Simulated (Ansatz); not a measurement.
A nudged elastic band was laid between two geometries of C₄H₆BF (12 atoms, charge 0, multiplicity 1).

Level of theory: Ansatz, RKS PBE-D4/6-31G*.

| Quantity | Value |
| --- | --- |
| movable images | 4 |
| climbing image | no |
| spring | 5.0 eV/Å² |
| optimiser | quadratic models (default) |
| start path | IDPP |
| force threshold | 0.05 eV/Å |
| iteration limit | 60 |
| end points | relaxed |

Image 0:

```xyz
12
Properties=species:S:1:pos:R:3
C -0.707 -2.734 0.561
C -0.250 -1.631 0.021
C 0.189 -0.472 -0.469
F 0.839 -0.477 -1.683
B -0.004 0.868 0.272
C 0.513 2.226 -0.313
H -1.724 -3.095 0.362
H -0.090 -3.342 1.236
H -0.579 0.820 1.334
H 1.201 2.708 0.409
H -0.331 2.937 -0.412
H 1.020 2.138 -1.286
```

Image 5:

```xyz
12
Properties=species:S:1:pos:R:3
C -0.337 -2.327 -0.038
C 0.147 -1.249 -0.605
C 0.604 -0.101 -1.105
F 1.267 -0.127 -2.308
B 0.421 1.255 -0.388
C -0.317 1.405 0.985
H -1.356 -2.679 -0.243
H 0.262 -2.931 0.657
H 0.883 2.228 -0.939
H -1.150 2.128 0.881
H 0.365 1.873 1.722
H -0.713 0.470 1.416
```

Task: What changes between the two ends?

Result: No bond is made or broken. The dihedral F4–C3–B5–C6 goes from 0 to 180°.

Task: Give the energies along the band, and the barrier.

Result: The forces met the threshold. The highest image is number 3 of 0 to 5, 41.9 kJ/mol above the first end and 39.6 kJ/mol above the last; the last end lies 2.3 kJ/mol above the first. No image climbed, so the highest image needn't sit at the top of the path.

```csv
image,path coordinate (Å),energy (kJ/mol),dihedral F4–C3–B5–C6 (°)
0,0.00,0.0,0
1,1.47,7.4,21
2,2.94,35.5,56
3,4.41,41.9,109
4,5.89,12.9,151
5,7.36,2.3,180
```

Task: What is the geometry of the highest image?

Result: 
```xyz
12
Properties=species:S:1:pos:R:3:forces:R:3
C -0.939 -2.472 -0.318 -0.01 -0.02 -0.03
C -0.030 -1.521 -0.247 -0.01 0.02 0.01
C 0.843 -0.556 -0.037 0.05 0.02 -0.01
F 2.190 -0.771 -0.275 0.00 -0.04 0.09
B 0.558 0.836 0.631 0.01 0.02 -0.01
C -0.132 2.045 -0.076 -0.04 -0.03 0.02
H -1.500 -2.685 -1.237 0.03 -0.01 -0.04
H -1.160 -3.117 0.544 -0.05 0.06 0.00
H 0.997 0.984 1.749 0.11 0.03 -0.02
H 0.675 2.807 -0.158 -0.02 0.00 -0.03
H -0.902 2.538 0.545 0.00 -0.02 0.02
H -0.524 1.857 -1.087 -0.06 -0.02 0.01
```

Run time: 80 s on 2 threads of Intel(R) Xeon(R) 6975P-C (Granite Rapids), with other jobs on the host, peak memory 0.16 GiB.
